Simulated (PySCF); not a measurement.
Si(OAc)(OH)2(OMe), SMILES CO[Si](O)(O)OC(C)=O (C3H8O5Si) (GFN2-xTB optimised geometry):

```
17

C     -0.007     1.712     0.830
O     -0.439     0.663     0.000
Si     0.085    -0.859     0.000
O     -0.449    -1.813     1.197
O      1.701    -0.859     0.000
O     -0.444    -1.414    -1.480
C     -1.503    -2.177    -1.694
C     -1.746    -2.416    -3.159
O     -2.185    -2.632    -0.811
H     -0.330     1.541     1.858
H      1.080     1.789     0.808
H     -0.452     2.632     0.452
H     -1.283    -2.267     1.038
H      2.185    -1.675     0.105
H     -2.564    -3.118    -3.291
H     -1.990    -1.468    -3.632
H     -0.839    -2.798    -3.620
```

Level of theory: B3LYP/def2-SVP in PySCF 2.14.0.

What are the frontier orbital energies and the dipole moment?

HOMO-2 -8.61 eV, HOMO-1 -7.98 eV, HOMO -7.78 eV, LUMO -0.02 eV, LUMO+1 1.05 eV; dipole moment 1.41 D.

On the same geometry PBE/def2-SVP (PySCF) gives HOMO-2 -7.20 eV, HOMO-1 -6.57 eV, HOMO -6.32 eV, LUMO -0.88 eV, LUMO+1 0.46 eV; dipole moment 1.38 D.

Meta-Löwdin charges at B3LYP/def2-SVP: C1 -0.06, O2 -0.61, Si3 1.55, O4 -0.72, O5 -0.71, O6 -0.55, C7 0.53, C8 -0.32, O9 -0.45, H10 0.09, H11 0.10, H12 0.11, H13 0.34, H14 0.34, H15 0.12, H16 0.13, H17 0.12.
